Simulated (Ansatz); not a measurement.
Ga₆Sb₆H₁₈, a cluster cut from wurtzite GaSb (hydrogen-capped) was relaxed with PBE-D4 (def2-SVP) in Ansatz in these states: charge +1 doublet, charge -1 doublet, neutral singlet. The geometries follow in no particular order.

In the def2 sets Sb takes a core potential; there is no spin–orbit coupling. Single mean-field runs in def2-SVP are fitted with def2-universal-jkfit.

A:

Cartesian coordinates in Å:
```
Sb 2.3898 1.8940 -0.4892
Ga 0.9124 2.1857 1.7602
Ga -1.6001 2.6743 -1.7284
Sb -1.5905 2.1059 0.9152
Sb 1.3657 -0.2910 2.7544
Ga -2.8285 0.0530 2.1658
Ga 1.7712 0.0374 -2.3598
Sb -0.8474 0.2462 -2.6498
Sb 2.1001 -2.1291 -0.7698
Ga 0.5733 -2.5162 1.4320
Ga -1.9465 -2.1543 -2.0648
Sb -1.8839 -1.9629 0.6316
H 2.5465 3.4185 -1.2513
H 4.0453 1.7188 -0.0531
H 1.5193 3.2973 2.7011
H -0.3660 3.6402 -1.9761
H -3.0788 2.9656 -2.1897
H -2.1627 3.5297 1.6932
H 3.0354 -0.4387 3.1455
H 0.7804 -0.3610 4.3616
H -2.1160 -0.0970 3.5758
H -4.3851 0.1793 1.9522
H 2.8196 0.0434 -3.5387
H -0.8999 0.3690 -4.3650
H 3.7590 -2.2508 -0.3278
H 2.0493 -3.5404 -1.7363
H 1.0056 -3.8232 2.2028
H -3.4465 -2.1676 -2.5481
H -0.8589 -3.2420 -2.4538
H -2.6620 -3.3840 1.2106
```

B:

```
atom   x (Å)   y (Å)   z (Å)
 Sb1  -3.082  -0.244   0.616
 Ga2  -1.376  -2.133   1.538
 Ga3  -0.841  -1.955  -2.797
 Sb4   0.220  -2.736  -0.493
 Sb5   0.160  -0.527   3.075
 Ga6   2.844  -2.329   0.116
 Ga7  -2.250   1.926  -0.736
 Sb8  -0.634   0.846  -2.558
 Sb9  -0.491   2.940   1.027
Ga10   1.585   1.506   2.008
Ga11   2.068   1.620  -2.336
Sb12   2.761   0.386  -0.090
 H13  -4.329  -0.962  -0.306
 H14  -4.043   0.329   1.913
 H15  -2.145  -3.227   2.362
 H16  -2.392  -1.592  -2.632
 H17  -0.104  -2.393  -4.105
 H18   0.002  -4.434  -0.586
 H19  -0.791   0.080   4.366
 H20   1.213  -1.503   4.000
 H21   2.926  -2.597   1.669
 H22   3.722  -2.892  -1.054
 H23  -3.384   2.908  -1.195
 H24  -1.214   1.508  -4.033
 H25  -1.413   3.561   2.332
 H26   0.056   4.429   0.393
 H27   2.381   2.334   3.079
 H28   2.812   1.189  -3.643
 H29   1.369   3.029  -2.036
 H30   4.372   0.936   0.107
```

C:

```tsv
atom	x (Å)	y (Å)	z (Å)
Sb1	-3.204	1.120	-0.123
Ga2	-1.590	0.962	2.175
Ga3	-1.915	-3.005	0.187
Sb4	-0.719	-1.572	2.123
Sb5	0.799	2.447	2.217
Ga6	1.946	-1.725	2.443
Ga7	-1.751	0.551	-2.298
Sb8	-0.712	-1.867	-1.939
Sb9	0.380	2.171	-1.881
Ga10	2.260	1.881	0.047
Ga11	1.953	-1.799	-2.321
Sb12	2.684	-0.741	0.045
H13	-4.877	0.909	-0.683
H14	-3.293	2.838	-0.325
H15	-2.465	1.323	3.465
H16	-3.447	-2.572	0.125
H17	-1.495	-4.532	0.287
H18	-1.350	-2.246	3.584
H19	0.209	4.000	1.724
H20	1.979	3.185	3.323
H21	2.379	-0.643	3.528
H22	2.403	-3.240	2.564
H23	-2.400	0.895	-3.706
H24	-1.333	-2.687	-3.326
H25	-0.252	3.768	-1.709
H26	1.160	2.486	-3.394
H27	3.482	2.846	-0.268
H28	2.523	-3.274	-2.459
H29	2.239	-0.697	-3.436
H30	4.409	-0.782	0.030
```

Judge from the bond lengths which geometry belongs to which state (an estimate).

A is the neutral singlet (Sb8–Ga11 2.704 Å, Ga3–Sb8 2.704 Å, Ga2–Sb5 2.707 Å); B is the charge +1 doublet (Sb8–Ga11 2.819 Å, Ga3–Sb8 2.819 Å, Ga2–Sb5 2.702 Å); C is the charge -1 doublet (Sb8–Ga11 2.694 Å, Ga3–Sb8 2.695 Å, Ga2–Sb5 2.813 Å).
